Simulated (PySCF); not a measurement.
tert-butanol (C₄H₁₀O), singlet, at a GFN2-xTB geometry; BHANDHLYP/STO-3G in PySCF.

The PySCF input:
```python
from pyscf import gto, scf, dft

mol = gto.Mole()
mol.atom = '''
    C    -0.09595435   -1.37900221   -0.63235794
    C    -0.00858858    0.00214056    0.02848589
    C    -0.50866758    1.07957765   -0.94154145
    C     1.42871705    0.29720240    0.45618667
    O    -0.78289461    0.02189772    1.21917324
    H     0.54676794   -1.42221073   -1.50718596
    H     0.21686821   -2.14623198    0.07195239
    H    -1.11835375   -1.59064795   -0.94283205
    H    -0.48794541    2.05242328   -0.45605771
    H     0.12084258    1.11507526   -1.82626732
    H    -1.53138047    0.86979942   -1.25225042
    H     2.08967227    0.29979049   -0.40550846
    H     1.76209921   -0.45800822    1.16245756
    H     1.47267483    1.26612584    0.94563571
    H    -1.70112776   -0.16080754    0.99203142
'''
mol.basis = 'sto-3g'
mol.verbose = 4
mol.build()

mf = dft.RKS(mol)
mf.xc = 'bhandhlyp'
mf.grids.atom_grid = (99, 590)
mf.grids.prune = None
mf.kernel()
```

What the program printed (banner, timings and long lists left out):

```
PySCF version 2.14.0

[INPUT] verbose = 4
[INPUT] num. atoms = 15
[INPUT] num. electrons = 42
[INPUT] charge = 0
[INPUT] spin (= nelec alpha-beta = 2S) = 0
[INPUT] symmetry False subgroup None
[INPUT] Mole.unit = angstrom
[INPUT] Symbol           X                Y                Z      unit          X                Y                Z       unit  Magmom
[INPUT]  1 C     -0.095954350000  -1.379002210000  -0.632357940000 AA   -0.181327441961  -2.605936502070  -1.194983319294 Bohr   0.0
[INPUT]  2 C     -0.008588580000   0.002140560000   0.028485890000 AA   -0.016230063999   0.004045072153   0.053830530514 Bohr   0.0
[INPUT]  3 C     -0.508667580000   1.079577650000  -0.941541450000 AA   -0.961242414645   2.040106088702  -1.779255475426 Bohr   0.0
[INPUT]  4 C      1.428717050000   0.297202400000   0.456186670000 AA    2.699883933997   0.561631139563   0.862067867977 Bohr   0.0
[INPUT]  5 O     -0.782894610000   0.021897720000   1.219173240000 AA   -1.479456397298   0.041380693552   2.303903521999 Bohr   0.0
[INPUT]  6 H      0.546767940000  -1.422210730000  -1.507185960000 AA    1.033241660293  -2.687588771118  -2.848168683190 Bohr   0.0
[INPUT]  7 H      0.216868210000  -2.146231980000   0.071952390000 AA    0.409821522025  -4.055790641983   0.135970311108 Bohr   0.0
[INPUT]  8 H     -1.118353750000  -1.590647950000  -0.942832050000 AA   -2.113382297880  -3.005888986101  -1.781694355962 Bohr   0.0
[INPUT]  9 H     -0.487945410000   2.052423280000  -0.456057710000 AA   -0.922083188639   3.878517890882  -0.861824168896 Bohr   0.0
[INPUT] 10 H      0.120842580000   1.115075260000  -1.826267320000 AA    0.228359380386   2.107186849678  -3.451145065043 Bohr   0.0
[INPUT] 11 H     -1.531380470000   0.869799420000  -1.252250420000 AA   -2.893889680808   1.643682687106  -2.366410333172 Bohr   0.0
[INPUT] 12 H      2.089672270000   0.299790490000  -0.405508460000 AA    3.948908280398   0.566521920849  -0.766299930594 Bohr   0.0
[INPUT] 13 H      1.762099210000  -0.458008220000   1.162457560000 AA    3.329884911212  -0.865510098600   2.196726419830 Bohr   0.0
[INPUT] 14 H      1.472674830000   1.266125840000   0.945635710000 AA    2.782952099240   2.392631076835   1.786992505509 Bohr   0.0
[INPUT] 15 H     -1.701127760000  -0.160807540000   0.992031420000 AA   -3.214665569295  -0.303882209365   1.874667690763 Bohr   0.0

nuclear repulsion = 199.913293823419
number of shells = 25
number of NR pGTOs = 105
number of NR cGTOs = 35
basis = sto-3g
ecp = {}

******** <class 'pyscf.dft.rks.RKS'> ********
method = RKS
initial guess = minao
damping factor = 0
level_shift factor = 0
DIIS = <class 'pyscf.scf.diis.CDIIS'>
diis_start_cycle = 1
diis_space = 8
diis_damp = 0
SCF conv_tol = 1e-09
SCF conv_tol_grad = None
SCF max_cycles = 50
direct_scf = True
direct_scf_tol = 1e-13
XC library pyscf.dft.libxc version 7.1.2
    S. Lehtola, C. Steigemann, M. J. T. Oliveira, and M. A. L. Marques,  SoftwareX 7, 1–5 (2018)
XC functionals = bhandhlyp
    A. D. Becke,  J. Chem. Phys. 98, 1372 (1993)
    Defined through Gaussian implementation.
radial grids:
    Treutler-Ahlrichs [JCP 102, 346 (1995); DOI:10.1063/1.469408] (M4) radial grids

becke partition: Becke, JCP 88, 2547 (1988); DOI:10.1063/1.454033
pruning grids: None
grids dens level: 3
symmetrized grids: False
atomic radii adjust function: <function treutler_atomic_radii_adjust>
User specified grid scheme (99, 590)
small_rho_cutoff = 0
Set gradient conv threshold to 3.16228e-05
Initial guess from minao.
tot grids = 876152
init E= -231.098796605405
  HOMO = -0.30708640381148  LUMO = 0.239410494958016  gap/eV = 14.87094
cycle= 1 E= -230.534365099672  delta_E= 0.564  |g|= 0.459  |ddm|=  4.4
  HOMO = -0.0807925804737364  LUMO = 0.413311926288688  gap/eV = 13.44527
cycle= 2 E= -230.587469491969  delta_E= -0.0531  |g|= 0.269  |ddm|= 0.983
  HOMO = -0.212440330292467  LUMO = 0.392703758757477  gap/eV = 16.46681
cycle= 3 E= -230.608975296145  delta_E= -0.0215  |g|= 0.0228  |ddm|= 0.359
  HOMO = -0.220857861271518  LUMO = 0.385105206518312  gap/eV = 16.48909
cycle= 4 E= -230.609152541418  delta_E= -0.000177  |g|= 0.0072  |ddm|= 0.0425
  HOMO = -0.218237960294848  LUMO = 0.387930000609805  gap/eV = 16.49467
cycle= 5 E= -230.609170281388  delta_E= -1.77e-05  |g|= 0.000257  |ddm|= 0.0112
  HOMO = -0.21830597112319  LUMO = 0.38785683355166  gap/eV = 16.49453
cycle= 6 E= -230.609170327439  delta_E= -4.61e-08  |g|= 4.28e-05  |ddm|= 0.000732
  HOMO = -0.218310904661055  LUMO = 0.387855400564192  gap/eV = 16.49463
cycle= 7 E= -230.609170328524  delta_E= -1.09e-09  |g|= 1.2e-05  |ddm|= 0.000116
  HOMO = -0.218313536498351  LUMO = 0.387854367168813  gap/eV = 16.49467
cycle= 8 E= -230.609170328568  delta_E= -4.37e-11  |g|= 2.17e-06  |ddm|= 1.91e-05
  HOMO = -0.218313723307399  LUMO = 0.387854484670709  gap/eV = 16.49468
Extra cycle  E= -230.609170328568  delta_E= -7.39e-13  |g|= 1.14e-06  |ddm|= 4.44e-06
converged SCF energy = -230.609170328568
```
